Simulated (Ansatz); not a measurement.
System: GeBr (charge 0, doublet). SMILES: [Ge][Br]
Coordinates optimised at B3LYP-D3(BJ)/def2-TZVP (Ansatz, a quantum-chemistry and plane-wave program):
```xyz
2

Ge     0.0000     0.0000    -1.2291
Br     0.0000     0.0000     1.1237
```
Charge 0, spin multiplicity 2.

Quantity: atomisation energy, in kcal/mol. Terms: 6-31G* and kin with 6d, 5d where marked; LANL2DZ with its own core potentials from Na on; non-relativistic; spin-orbit terms left out; open shells spin-unrestricted; atomisation electronic, to ground-state atoms; valence correlation only (noble-gas shells and the d and f shells of earlier blocks). First-principles rows: single points at B3LYP-D3(BJ) geometries (Ansatz).

```csv
level,program,atomisation energy (kcal/mol)
SVWN5/LANL2DZ,Ansatz,84.4
PBE/3-21G,Ansatz,84.5
PBE/6-31G*,Ansatz,87.6
B3LYP/6-31G,Ansatz,74.3
B3LYP/6-31G*,Ansatz,82.1
MP2/STO-3G,Ansatz,88.4
MP2/LANL2DZ,Ansatz,50.6
PBE0/def2-TZVPD,Ansatz,85.6
```

No value to compare with is used here. The 7 habitual levels span 50.6 (MP2/LANL2DZ) to 88.4 kcal/mol (MP2/STO-3G); PBE0/def2-TZVPD gives 85.6.

The levels are drawn from those run, B3LYP/6-31G* more often than the rest, none by its result; runs whose electronic state is in doubt are left out.
